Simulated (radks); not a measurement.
Values are calculated unless marked as measured or tabulated.
Neutral hafnium inside a hard spherical wall (all orbitals vanish at R), configuration held at [Xe] 4f14 5d2 6s2 and not refilled when levels cross. Level of theory: scalar-relativistic Kohn-Sham, PBE, spin-polarised, spherical densities, finite nucleus; open shells are filled with parallel spins first (spin-orbit coupling, left out, can overturn this in heavy ions); Fermi nuclear charge, rms radius 5.347 fm (a radial shooting solver on a logarithmic mesh with Libxc functionals). Eigenvalues in eV for spin up, with the zero of energy where the potential of the charges vanishes at infinity; a dash marks a level that is unbound or too diffuse for the functional's potential to be trusted. A positive occupied level is held by the wall or, in an anion where self-interaction has pushed it up, behind a barrier. The pressure on the wall is -dE/dV.

| R (bohr) | E (hartree) | kinetic (hartree) | e(5p) | e(4f) | e(6s) | e(5d) | e(6p, empty) | e(7s, empty) | pressure (GPa) |
|---|---|---|---|---|---|---|---|---|---|
| free | -15076.1807 | 16513.207 | -35.836 | -16.745 | -5.427 | -3.095 | -1.559 | - | 0 |
| 12 | -15076.1806 | 16513.208 | -35.823 | -16.732 | -5.418 | -3.083 | -1.516 | 0.702 | 0.00192 |
| 8 | -15076.1722 | 16513.272 | -35.410 | -16.310 | -5.105 | -2.726 | -0.821 | 4.564 | 0.335 |
| 6 | -15076.1069 | 16513.626 | -33.846 | -14.680 | -3.657 | -1.331 | 1.677 | 13.583 | 5.23 |
| 5 | -15075.9578 | 16514.271 | -31.796 | -12.486 | -1.142 | 0.666 | 5.630 | 25.523 | 23.5 |
| 3.5 | -15074.8019 | 16518.586 | -24.395 | -4.045 | 13.876 | 9.600 | 27.021 | 79.800 | 359 |
| 1.5 | -15013.8997 | 16715.695 | 118.74 | 117.44 | 416.88 | 194.02 | 477.09 | 938.09 | 180000 |
